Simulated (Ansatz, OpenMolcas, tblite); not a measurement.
## How methods differ on CH5AsSi (SMILES C1[SiH2][AsH]1)

The species is CH5AsSi (8 atoms), meant as a singlet with charge 0. As SMILES, `C1[SiH2][AsH]1`. Geometry: relaxed at PBE0-D4/def2-TZVP.

```xyz
8

C    -0.7703    0.0179   -0.5760
Si    0.7078    0.6631    0.3157
As   -0.5381   -1.1227    1.1072
H    -0.6672   -0.5240   -1.5093
H    -1.6907    0.5918   -0.5223
H     0.5813    1.9739    0.9905
H     2.0408    0.4223   -0.2771
H     0.4284   -2.0794    0.4156
```

Quantity: the energy change with the Si2–H7 bond stretched from 1.479 to 2.662 Å, in eV. The values are calculated.

| level | kind | program | value (eV) |
| --- | --- | --- | --- |
| GFN2-xTB | semi-empirical | tblite | 2.57 |
| BLYP/def2-SVP (restricted) | GGA | OpenMolcas | 2.91 |
| M06-L/def2-SVP (restricted) | meta-GGA | OpenMolcas | 3.26 |
| r2SCAN/def2-SVP (restricted) | meta-GGA | Ansatz | 3.18 |
| BHLYP/def2-SVP (restricted) | global hybrid | OpenMolcas | 3.55 |
| HSE06/def2-SVP (restricted) | range-separated hybrid | Ansatz | 3.27 |
| PBE-QIDH/def2-SVP (restricted) | double hybrid | Ansatz | 3.53 |
| RPA@PBE0/def2-SVP (restricted) | RPA | Ansatz | 3.32 |
| MP2/def2-SVP (restricted) | perturbation theory | OpenMolcas | 3.51 |
| BCCD(T)/def2-SVP (restricted) | coupled cluster or CI | Ansatz | 3.04 |

All-electron rows without a relativistic Hamiltonian named are non-relativistic. The first shape isn't each level's own minimum. The values span 2.57 to 3.55 eV. In the correlated wave-function rows the outer d shell of As is correlated, in sets not made for it.
